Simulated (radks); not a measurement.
Species: Ga III. Configuration: [Ar] 3d10 4s1. All-electron calculation, non-relativistic Kohn-Sham, exchange-only PBE, spin-polarised, spherical densities, point nucleus; open shells are filled with parallel spins first. Program: a radial shooting solver on a logarithmic mesh with Libxc functionals. Some entries of the table are withheld. Estimate them.

orbital,occ.,eigenvalue (hartree),<r^2> (bohr^2)
1s up,1,-371.6076,0.003273
1s down,1,-371.6054,0.003273
2s up,1,-45.97636,0.05782
2s down,1,-45.97619,0.05782
2p up,3,-40.81881,0.04521
2p down,3,-40.81819,0.04522
3s up,1,-5.95720,(1)
3s down,1,-5.95455,(2)
3p up,3,-4.28506,0.5526
3p down,3,-4.28141,0.5505
3d up,5,-1.42211,(3)
3d down,5,-1.41248,(4)
4s up,1,-0.94488,5.125
4s down,0,-0.88688,5.106

Answer. 
(1) 3s up <r^2> (bohr^2): 0.5076
(2) 3s down <r^2> (bohr^2): 0.5066
(3) 3d up <r^2> (bohr^2): 0.8342
(4) 3d down <r^2> (bohr^2): 0.8112
